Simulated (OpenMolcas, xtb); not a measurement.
# CH5GaO (SMILES C[O][GaH2]): the electronic atomisation energy, rung by rung

CH5GaO has 8 atoms, charge 0, and is taken as a singlet. As SMILES, `C[O][GaH2]`. Geometry: relaxed at PBE0-D4/def2-TZVP.

```xyz
8

C    -0.6168    0.9726   -0.4229
O    -0.7053   -0.2735    0.2135
Ga    0.7032   -1.3020    0.5793
H    -1.2002    0.9620   -1.3506
H     0.4142    1.2562   -0.6766
H    -1.0306    1.7542    0.2243
H     2.0939   -0.7328    0.1429
H     0.3417   -2.6367    1.2901
```

Each level gives the electronic atomisation energy (eV). The values are calculated. Electronic energies at fixed atoms, without zero-point motion or spin-orbit coupling.

```json
{"level": "GFN1-xTB", "kind": "semi-empirical", "program": "xtb", "value (eV)": "43.42", "less CCSD(T)/cc-pVDZ": "+18.76", "CPU time (all runs)": "under 2 s"}
{"level": "HF/cc-pVDZ", "kind": "Hartree–Fock", "program": "OpenMolcas", "value (eV)": "18.77", "less CCSD(T)/cc-pVDZ": "-5.89", "CPU time (all runs)": "11 s"}
{"level": "SVWN5/cc-pVDZ", "kind": "LDA", "program": "OpenMolcas", "value (eV)": "30.02", "less CCSD(T)/cc-pVDZ": "+5.36", "CPU time (all runs)": "24 s"}
{"level": "PBE/cc-pVDZ", "kind": "GGA", "program": "OpenMolcas", "value (eV)": "26.36", "less CCSD(T)/cc-pVDZ": "+1.70", "CPU time (all runs)": "31 s"}
{"level": "r2SCAN/cc-pVDZ", "kind": "meta-GGA", "program": "OpenMolcas", "value (eV)": "26.25", "less CCSD(T)/cc-pVDZ": "+1.59", "CPU time (all runs)": "54 s"}
{"level": "B3LYP/cc-pVDZ", "kind": "global hybrid", "program": "OpenMolcas", "value (eV)": "25.84", "less CCSD(T)/cc-pVDZ": "+1.18", "CPU time (all runs)": "30 s"}
{"level": "CCSD(T)/cc-pVDZ", "kind": "coupled cluster or CI", "program": "OpenMolcas", "value (eV)": "24.66", "less CCSD(T)/cc-pVDZ": "0.00", "CPU time (all runs)": "39 s"}
```

CCSD(T)/cc-pVDZ is the highest level here, not the true value. All-electron rows without a relativistic Hamiltonian named are non-relativistic. The values span 18.77 to 43.42 eV. The xTB rows lack spin polarisation, so open shells miss the exchange term that lowers them. In the correlated wave-function rows the outer d shell of Ga is correlated, in sets not made for it. CPU times are rough (shared hosts, several kinds of processor): they show what a rung costs within a factor of a few.
